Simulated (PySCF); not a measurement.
Compound: C3H8FN2Si (doublet state).
Z-matrix (Å and degrees, GFN2-xTB geometry), rows numbered from 1:
```
C 
C   1  1.4700
C   2  1.5666  1  111.22
N   3  1.4388  2  107.77  1   -98.69
Si  4  1.7064  3  114.31  2    -7.82
F   5  1.6102  4  113.34  3  -121.19
N   2  1.4528  1  113.14  3  -118.06
H   1  1.0725  2  119.55  3    83.19
H   1  1.0721  2  120.89  3   -89.88
H   2  1.0981  1  109.70  3   119.72
H   3  1.0962  2  108.99  1   141.81
H   3  1.0953  2  109.77  1    23.11
H   4  1.0027  3  115.82  2   155.26
H   5  1.4532  4  116.51  3   118.03
H   7  1.0057  2  113.29  1   -56.53
```

The hyperfine couplings belong to this conformer and change with its torsions.

Identity: `F[Si@H]1N[C@H]([CH2])CN1` [radical].

The calculation used UKS B3LYP, pcH-1 on C F H N Si, non-relativistic, mean-field spin-orbit, GIAO (PySCF). Isolated species at its GFN2-xTB geometry (one conformer only). Couplings are sensitive to structure, and on GFN2-xTB geometries they can be far from those on DFT ones. No stability test was run, so a lower SCF solution isn't excluded.

Problem. Predict the first-order ENDOR lines of N7, N4, F6, H8/H9, H10, H11, H13, H12 and H15 under fast tumbling at B = 1217.0 mT (Q band).

Solution. For S = 1/2 in fast tumbling each set of equivalent nuclei gives two lines, ν± = |νn ± a/2| to first order, with νn = g_N μN B/h and μN/h = 7.62259 MHz/T.

```json
{"nuclei": "N7", "isotope": "14N", "g_N": "0.4038", "νn (MHz)": "3.75", "a_iso (MHz)": "4.28", "lower line (MHz)": "1.61", "upper line (MHz)": "5.88"}
{"nuclei": "N4", "isotope": "14N", "g_N": "0.4038", "νn (MHz)": "3.75", "a_iso (MHz)": "0.52", "lower line (MHz)": "3.49", "upper line (MHz)": "4.00"}
{"nuclei": "F6", "isotope": "19F", "g_N": "5.2577", "νn (MHz)": "48.77", "a_iso (MHz)": "9.25", "lower line (MHz)": "44.15", "upper line (MHz)": "53.40"}
{"nuclei": "H8/H9", "isotope": "1H", "g_N": "5.5857", "νn (MHz)": "51.82", "a_iso (MHz)": "-61.89", "lower line (MHz)": "20.87", "upper line (MHz)": "82.76"}
{"nuclei": "H10", "isotope": "1H", "g_N": "5.5857", "νn (MHz)": "51.82", "a_iso (MHz)": "41.23", "lower line (MHz)": "31.20", "upper line (MHz)": "72.43"}
{"nuclei": "H11", "isotope": "1H", "g_N": "5.5857", "νn (MHz)": "51.82", "a_iso (MHz)": "14.92", "lower line (MHz)": "44.36", "upper line (MHz)": "59.28"}
{"nuclei": "H13", "isotope": "1H", "g_N": "5.5857", "νn (MHz)": "51.82", "a_iso (MHz)": "4.87", "lower line (MHz)": "49.38", "upper line (MHz)": "54.25"}
{"nuclei": "H12", "isotope": "1H", "g_N": "5.5857", "νn (MHz)": "51.82", "a_iso (MHz)": "2.70", "lower line (MHz)": "50.47", "upper line (MHz)": "53.17"}
{"nuclei": "H15", "isotope": "1H", "g_N": "5.5857", "νn (MHz)": "51.82", "a_iso (MHz)": "-2.50", "lower line (MHz)": "50.57", "upper line (MHz)": "53.07"}
```

Problem. Which pairs are centred on the nuclear Larmor frequency, and which on half the coupling?

Solution. Centred on νn, since |a| < 2νn: N7, N4, F6, H8/H9, H10, H11, H13, H12 and H15. No pair has |a| > 2νn.

Problem. At what field would the lower line of H8/H9 fall to zero frequency?

Solution. Where νn = |a|/2, that is B = 30.94 MHz/(5.5857 × 7.62259 MHz/T) = 727 mT, as far as first order holds there.

Nuclei that the bonding pattern makes equivalent are averaged, as if the motion that swaps them (rotation, inversion, ring flip) were fast.

Time: 82 s wall (grids of density and orbitals included); peak memory 0.97 GiB. Hardware: Arm Neoverse V1, one thread, shared host.
